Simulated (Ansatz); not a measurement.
Consider the atomization: `NC1=C([SiH2]F)N1` → 2 C• + F• + 5 H• + 2 N• + Si•.

Calculated with Ansatz (gas phase, PBE0-D4/def2-TZVP geometries, no zero-point term in ΔE). CCSD(T)/CBS adds triple-zeta CCSD(T) − MP2 to the extrapolated MP2 energy (def2 sets, frozen cores). This one scheme is used for every species, atoms too. For atomizations the MP2-based limit and the directly extrapolated one differ by several kJ/mol either way, and by 10 to 25 for some Ge, Se and Sn compounds, so smaller differences from it don't rank the levels. DFT in def2-TZVPP. HSE06 is defined as in plane-wave codes. Open shells (•) are unrestricted, without spin–orbit coupling. Spin–orbit coupling would lower the free atoms: a little for C, F, Si. One conformer a species, not always the lowest.

```
             level  ΔE (kJ/mol)  difference from CCSD(T)/CBS
          HSE06-D4       4190.5                         39.0
           ωB97X-V       4184.4                         32.9
          PBE-QIDH       4119.8                        -31.7
              BLYP       4161.0                          9.5
           r2SCAN0       4057.6                        -93.9
             BHLYP       3962.9                       -188.6
         CAM-B3LYP       4171.9                         20.4
     CCSD/def2-SVP       3780.6                       -370.9
   CCSD/def2-TZVPP       3918.4                       -233.1
CCSD(T)/def2-TZVPP       4006.6                       -144.9
       CCSD(T)/CBS       4151.5                            0
```

Largest T1 diagnostic among the species: 0.014.

From PBE to PBE0 (25 % exact exchange), in def2-TZVPP and without D4, ΔE moves by −130.1 kJ/mol: exact exchange takes away binding that semilocal exchange gives to molecules. At CCSD(T), def2-SVP lies −308.5 kJ/mol from the extrapolated value and def2-TZVPP −144.9 kJ/mol: correlation converges slowly with the basis, and small sets miss more of it in the bonded molecule than in its fragments.
